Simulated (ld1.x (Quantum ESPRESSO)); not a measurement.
**Transferability test, ultrasoft potential for oxygen**

- Element: oxygen
- Generator: ld1.x (Quantum ESPRESSO) 7.5
- Type: ultrasoft
- Functional: Wu–Cohen
- Relativity: scalar-relativistic
- Frozen core: [He]
- Valence charge: 6
- Reference configuration: 2s2 2p2.5 (charge +1.5)
- Partial waves: 2s (bound): rcut 0.60, rcutus 0.70 bohr; 2s channel at -3.1 Ry: rcut 0.60, rcutus 0.70 bohr; 2p (bound): rcut 1.80, rcutus 2.00 bohr; 2p channel at 0.95 Ry: rcut 1.80, rcutus 2.00 bohr
- Local potential: all-electron potential smoothed inside 1.15 bohr (lloc = -2)
- Core correction: none
- Augmentation charge: PSQ, inside the norm-conserving radii

Energies are relative to the spin-unpolarised reference configuration 2s2 2p2.5; without spin polarisation the order of configurations can differ from experiment.

| valence configuration | charge | ΔE all-electron (eV) | error AE − PS (meV) |
| --- | --- | --- | --- |
| 2s2 2p3 | +1 | -14.435 | +33 |
| 2s2 2p2 | +2 | 19.135 | +47 |
| 2s0 2p6 | 0 | -1.119 | +703 |
| 2s2 2p0 | +4 | 149.794 | +2473 |
| 2s2 2p4.3 | -0.3 | -32.957 | +232 |
| 2s2 2p1 | +3 | 72.980 | +627 |

Task: What are ΔE and the potential's error for 2s2 2p4?

Result: ΔE = -30.844 eV all-electron; the error (AE − PS) is +187 meV.

Levels in the configuration 2s2 2p2:

| level | all-electron (eV) | pseudo (eV) |
| --- | --- | --- |
| 2s | -58.220 | -58.170 |
| 2p | -43.226 | -43.015 |
